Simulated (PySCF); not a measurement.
## Structure from NMR data

An unknown has the formula C₆H₉F. Its calculated NMR data are:

$^{1}$H NMR (400 MHz, computed): δ 6.63 (dtd, J = 17.0, 3.4, 1.3 Hz, 1H), 5.41 (ddt, J = 24.9, 17.0, 3.3 Hz, 1H), 5.26 (m, 1H), 5.25 (m, 1H), 5.11 (dtt, J = 54.1, 3.4, 1.9 Hz, 2H), 1.85 (t, J = 1.6 Hz, 3H).

$^{13}$C{$^{1}$H} NMR (computed): δ 144.9 (C), 134.4 (CH, d, J = 14.3 Hz), 128.7 (CH, d, J = 11.8 Hz), 122.5 (CH2), 83.0 (CH2, d, J = 240.9 Hz), 20.4 (CH3).

PySCF 2.14 calculation with coordinates at the PBE0-D3(BJ)/def2-SVP level, couplings computed with B3LYP/pcJ-1 (spin–dipole term only in couplings to heteroatoms) and NMR shieldings at B97-2/pcSseg-1/GIAO; single conformer, fast rotation and ring inversion assumed for equivalent nuclei, no relativistic terms, gas phase.

Shifts are taken against calculated references (same method and geometry level): TMS for $^{1}$H (σref 31.38), $^{13}$C (σref 183.69).

Task: Which of these isomers gave the spectra?
A. C[C@@H]1[C@@H](F)C12CC2
B. C=C(C)/C=C/CF
C. C=C(C)/C=C\CF

Result: B. 

The formula gives 2 degrees of unsaturation (no ring in the answer). 6 carbon signals for 6 carbons: no two carbons are equivalent. Carbon types of the structure: 1 × C, 2 × CH, 2 × CH2, 1 × CH3, which accounts for all hydrogens. δC 144.9: fully substituted alkene carbon; the olefinic region. δC 134.4, 128.7: alkene CH; an sp2 carbon of a C=C bond. δC 122.5: terminal =CH2 carbon; an sp2 carbon of a C=C bond. δC 83.0: allylic sp3 CH2 bonded to F; deshielded by the electronegative neighbour. δH 5.11: hydrogen on an allylic sp3 CH2 bonded to F; its carbon carries F, hence the downfield position. The protons at 6.63 and 5.41 share a coupling of 17.0 Hz (vicinal, trans across C=C). The protons at 5.41 and 5.11 share a coupling of 3.3 Hz (vicinal).

The others: C=C(C)/C=C\CF has carbons computed at 146.4, 135.2, 134.0, 124.3, 82.3, 23.4; C[C@@H]1[C@@H](F)C12CC2 would give 7 signals for carbon-bound and other non-exchanging H, not 6.

C–F couplings over four or more bonds (about 3 Hz to the para carbon of a fluoroarene) are left out. Common functionals overestimate the size of one-bond C–F couplings by tens of Hz; these are unscaled. Multiplet labels drop couplings under 1 Hz and merge nearly equal ones. Unscaled 3J(H,H) at this level run about 10 % above measured values. Shifts are as computed. Against solution values, carbons near 30 ppm lie about +1 ppm off and those near 130 ppm about +2 ppm. Of 1211 compounds with measured shifts, 218 miss one by over three times the rms of a fit or turn the order of signals round; such compounds aren't used in these exercises. Couplings across =CH–CH2 type bonds come from one rotamer and its mirror image, and can be 1–2 Hz further off. Vicinal couplings across rotatable single bonds and in flexible rings belong to the one computed conformer; a conformer average would change them.
